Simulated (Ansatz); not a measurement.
The cluster Na₂Cl₃. Total charge 0; doublet. Geometry PBE-D4/def2-SVP.

```tsv
atom	x (Å)	y (Å)	z (Å)
Na1	1.3171	-2.3007	0.6417
Na2	-0.4820	0.8674	-0.2412
Cl3	-1.8820	2.9144	-0.8783
Cl4	1.1052	-0.8741	-1.4245
Cl5	-0.0583	-0.6071	1.9023
```

At PBE-D4/def2-SVP, PBE-D4/def2-TZVP, r2SCAN-D4/def2-TZVP the gap within one spin of the charge 0 doublet nearly closes, so an electron or hole may be smeared out by delocalisation error. Another isomer (doublet) lies 0.88 eV lower at PBE0-D4/def2-TZVP; other spin states weren't run for this one.

(1) Estimate the α-spin orbital energies around the gap (eV) in Ansatz with HF/def2-TZVP, PBE-D4/def2-SVP, PBE-D4/def2-TZVP, r2SCAN-D4/def2-TZVP, r2SCAN0-D4/def2-TZVP.

Answers

(1) 
```json
{"orbital": "HOMO−5", "HF/def2-TZVP": "-10.97", "PBE-D4/def2-SVP": "-7.20", "PBE-D4/def2-TZVP": "-7.44", "r2SCAN-D4/def2-TZVP": "-7.75", "r2SCAN0-D4/def2-TZVP": "-9.36"}
{"orbital": "HOMO−4", "HF/def2-TZVP": "-10.65", "PBE-D4/def2-SVP": "-6.99", "PBE-D4/def2-TZVP": "-7.29", "r2SCAN-D4/def2-TZVP": "-7.73", "r2SCAN0-D4/def2-TZVP": "-8.87"}
{"orbital": "HOMO−3", "HF/def2-TZVP": "-10.39", "PBE-D4/def2-SVP": "-6.96", "PBE-D4/def2-TZVP": "-7.24", "r2SCAN-D4/def2-TZVP": "-7.54", "r2SCAN0-D4/def2-TZVP": "-8.67"}
{"orbital": "HOMO−2", "HF/def2-TZVP": "-10.25", "PBE-D4/def2-SVP": "-6.86", "PBE-D4/def2-TZVP": "-7.16", "r2SCAN-D4/def2-TZVP": "-7.47", "r2SCAN0-D4/def2-TZVP": "-8.48"}
{"orbital": "HOMO−1", "HF/def2-TZVP": "-9.94", "PBE-D4/def2-SVP": "-6.70", "PBE-D4/def2-TZVP": "-7.01", "r2SCAN-D4/def2-TZVP": "-7.46", "r2SCAN0-D4/def2-TZVP": "-8.30"}
{"orbital": "HOMO", "HF/def2-TZVP": "-9.66", "PBE-D4/def2-SVP": "-6.63", "PBE-D4/def2-TZVP": "-6.97", "r2SCAN-D4/def2-TZVP": "-7.30", "r2SCAN0-D4/def2-TZVP": "-8.23"}
{"orbital": "LUMO", "HF/def2-TZVP": "0.46", "PBE-D4/def2-SVP": "-1.90", "PBE-D4/def2-TZVP": "-1.98", "r2SCAN-D4/def2-TZVP": "-1.22", "r2SCAN0-D4/def2-TZVP": "-0.80"}
{"orbital": "LUMO+1", "HF/def2-TZVP": "0.96", "PBE-D4/def2-SVP": "-0.33", "PBE-D4/def2-TZVP": "-0.54", "r2SCAN-D4/def2-TZVP": "0.07", "r2SCAN0-D4/def2-TZVP": "0.32"}
{"orbital": "LUMO+2", "HF/def2-TZVP": "1.95", "PBE-D4/def2-SVP": "0.19", "PBE-D4/def2-TZVP": "-0.18", "r2SCAN-D4/def2-TZVP": "0.41", "r2SCAN0-D4/def2-TZVP": "0.77"}
{"orbital": "LUMO+3", "HF/def2-TZVP": "2.06", "PBE-D4/def2-SVP": "0.55", "PBE-D4/def2-TZVP": "0.01", "r2SCAN-D4/def2-TZVP": "0.70", "r2SCAN0-D4/def2-TZVP": "1.07"}
{"orbital": "LUMO+4", "HF/def2-TZVP": "2.37", "PBE-D4/def2-SVP": "1.04", "PBE-D4/def2-TZVP": "0.55", "r2SCAN-D4/def2-TZVP": "1.10", "r2SCAN0-D4/def2-TZVP": "1.33"}
{"orbital": "LUMO+5", "HF/def2-TZVP": "2.56", "PBE-D4/def2-SVP": "1.25", "PBE-D4/def2-TZVP": "0.69", "r2SCAN-D4/def2-TZVP": "1.31", "r2SCAN0-D4/def2-TZVP": "1.58"}
{"orbital": "β HOMO", "HF/def2-TZVP": "-9.66", "PBE-D4/def2-SVP": "-6.42", "PBE-D4/def2-TZVP": "-6.71", "r2SCAN-D4/def2-TZVP": "-6.87", "r2SCAN0-D4/def2-TZVP": "-7.36"}
{"orbital": "β LUMO", "HF/def2-TZVP": "-2.54", "PBE-D4/def2-SVP": "-6.41", "PBE-D4/def2-TZVP": "-6.71", "r2SCAN-D4/def2-TZVP": "-6.86", "r2SCAN0-D4/def2-TZVP": "-6.61"}
```
